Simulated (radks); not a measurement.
Question: The samarium ion Sm5+, 57 electrons, occupied as [Xe] 5d1 6s2 (not the ground configuration). Calculated with a radial shooting solver on a logarithmic mesh with Libxc functionals: Dirac Kohn-Sham, LDA (Slater exchange, Perdew-Wang correlation), spin-unpolarised, spherical densities, point nucleus; open shells are shared between the two j in proportion to 2j + 1. Some entries of the table are withheld. Estimate them.

orbital,occ.,eigenvalue (Ry),r(max) (bohr)
1s1/2,2,-3432.586,0.01450
2s1/2,2,(1),0.08239
2p1/2,2,(2),0.06239
2p3/2,4,(3),0.06803
3s1/2,2,-131.9178,0.2343
3p1/2,2,-119.4009,0.2212
3p3/2,4,-110.4592,0.2333
3d3/2,4,-88.66883,0.1859
3d5/2,6,-86.73008,0.1893
4s1/2,2,(4),0.5358
4p1/2,2,-28.18081,0.5403
4p3/2,4,-26.09083,0.5649
4d3/2,4,-18.04953,0.5710
4d5/2,6,-17.65825,0.5787
5s1/2,2,-9.12368,1.157
5p1/2,2,(5),1.225
5p3/2,4,(6),1.279
5d3/2,0.4,-4.66800,1.477
5d5/2,0.6,-4.60194,1.495
6s1/2,2,-3.52830,2.413
6p1/2,0,-3.00650,2.633
6p3/2,0,-2.89387,2.730
6d3/2,0,-2.11243,3.308
6d5/2,0,-2.09395,3.338
7s1/2,0,-1.81513,4.411

Answer: 
(1) 2s1/2 eigenvalue (Ry): -568.1826
(2) 2p1/2 eigenvalue (Ry): -539.1178
(3) 2p3/2 eigenvalue (Ry): -494.9001
(4) 4s1/2 eigenvalue (Ry): -33.02793
(5) 5p1/2 eigenvalue (Ry): -7.51714
(6) 5p3/2 eigenvalue (Ry): -7.07631
